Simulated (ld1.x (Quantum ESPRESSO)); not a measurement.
# u(r) = r·R(r): atom against pseudo-atom (nickel (Ni))

Columns: radius, all-electron u(r) and pseudo u(r) of the 4s shell (level -5.87 eV) of nickel in the configuration [Ne] 3s2 3p6 3d8 4s2 4p0; LDA (PZ), scalar-relativistic, TM scheme, ld1.x (Quantum ESPRESSO) 7.5.

| r (bohr) | all-electron | pseudo |
| --- | --- | --- |
| 0.090 | -0.0609 | -0.0133 |
| 0.180 | -0.1662 | -0.0269 |
| 0.270 | -0.0433 | -0.0413 |
| 0.360 | 0.1232 | -0.0569 |
| 0.450 | 0.2373 | -0.0741 |
| 0.540 | 0.2790 | -0.0933 |
| 0.630 | 0.2599 | -0.1150 |
| 0.720 | 0.1996 | -0.1398 |
| 0.810 | 0.1157 | -0.1681 |
| 0.900 | 0.0212 | -0.2003 |
| 0.990 | -0.0751 | -0.2366 |
| 1.080 | -0.1674 | -0.2769 |
| 1.170 | -0.2528 | -0.3208 |
| 1.260 | -0.3293 | -0.3673 |
| 1.350 | -0.3965 | -0.4149 |
| 1.440 | -0.4543 | -0.4616 |
| 1.530 | -0.5030 | -0.5051 |
| 1.620 | -0.5434 | -0.5437 |
| 1.710 | -0.5759 | -0.5759 |
| 1.800 | -0.6014 | -0.6014 |
| 1.890 | -0.6206 | -0.6206 |
| 1.980 | -0.6342 | -0.6342 |
| 2.070 | -0.6429 | -0.6429 |
| 2.160 | -0.6473 | -0.6473 |
| 2.250 | -0.6479 | -0.6479 |
| 2.340 | -0.6453 | -0.6453 |

Task: How many radial nodes do the two functions have?

Result: The all-electron 4s function has n − l − 1 = 3 (the table is too coarse to show those close to the nucleus); the pseudo-wave has 0, since the states of the same l below it are removed with the core.

Task: At about which radius was the pseudo-wave matched?

Result: 1.80 bohr. The columns agree to 0.0005 from 1.62 bohr on; several derivatives are matched, so the curves merge somewhat inside the radius.

Task: Is the pseudo-wave norm-conserving?

Result: Yes: the TM scheme keeps the norm inside the radius equal to the all-electron one, which fixes the energy derivative of the logarithmic derivative at the level.
